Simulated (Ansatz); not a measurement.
`C[SiH2][NH][AlH2]` + `C[B](C)[GeH3]` → `C[B](C)[AlH2]` + `C[SiH2][NH][GeH3]`  (redistribution)

Isolated molecules relaxed with PBE0-D4/def2-TZVP in Ansatz; ΔE leaves out vibrations. CCSD(T)/CBS is the MP2 limit (def2-TZVPP, def2-QZVPP) plus CCSD(T) − MP2 in def2-TZVPP, frozen cores. DFT in def2-TZVPP. For Ge outer-core shells are correlated without core-valence functions, which leaves a few kJ/mol of doubt a bond. Scalar relativity is left out up to krypton. Each species was taken in one conformer, which may not be the lowest.

```json
{"species": "`C[SiH2][NH][AlH2]`", "ωB97X-V energy (Eh)": "-629.59445"}
{"species": "`C[B](C)[GeH3]`", "ωB97X-V energy (Eh)": "-2183.29359"}
{"species": "`C[B](C)[AlH2]`", "ωB97X-V energy (Eh)": "-348.24690"}
{"species": "`C[SiH2][NH][GeH3]`", "ωB97X-V energy (Eh)": "-2464.59125"}
```

Q: Work out ΔE.

A: ΔE = (-348.24690) + (-2464.59125) − (-629.59445) − (-2183.29359) = 0.04989 Eh = +131.0 kJ/mol. CCSD(T)/CBS gives +136.8 kJ/mol.

Largest T1 diagnostic among the species: 0.011.

In def2-TZVPP, CCSD(T) changes the Hartree–Fock value by +9.9 kJ/mol (the triples alone add +0.9 kJ/mol) and MP2 by +14.9 kJ/mol.
